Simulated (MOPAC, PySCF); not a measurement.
[Nb(F)5], neutral singlet in the gas phase. 

Cartesian coordinates (Å):
```xyz
6

Nb     0.0000     0.0000     0.0000
F     -0.9304    -0.8806     1.3361
F      1.0331    -0.9622    -1.1971
F     -0.1026     1.8429    -0.1391
F      1.4847     0.1691     1.1453
F     -1.4847    -0.1691    -1.1452
```
Charge 0, multiplicity 1.

All levels are single points at this geometry (PBE-D3(BJ)/def2-SVP); Pople sets use spherical d functions. Orbital energies aren't observables, and empty levels follow the basis.

| level | HOMO (eV) | LUMO (eV) | gap (eV) | dipole (D) | vertical IE, Delta-SCF (eV) |
|---|---|---|---|---|---|
| PBE-D3(BJ)/def2-TZVP in PySCF | -10.21 | -4.33 | 5.88 | 0.00 | – |
| TPSSh-D3(BJ)/def2-TZVP in PySCF | -11.17 | -4.04 | 7.13 | 0.00 | – |
| B3LYP/LANL2DZ in PySCF | -12.33 | -4.97 | 7.36 | 0.00 | – |
| BP86/6-31G* (LANL2DZ on Nb) in PySCF | -9.94 | -4.39 | 5.55 | 0.00 | – |
| M06-2X/6-31G* (LANL2DZ on Nb) in PySCF | -14.08 | -3.10 | 10.97 | 0.00 | – |
| PM7 in MOPAC | -13.64 | -1.54 | 12.10 | 0.00 | – |
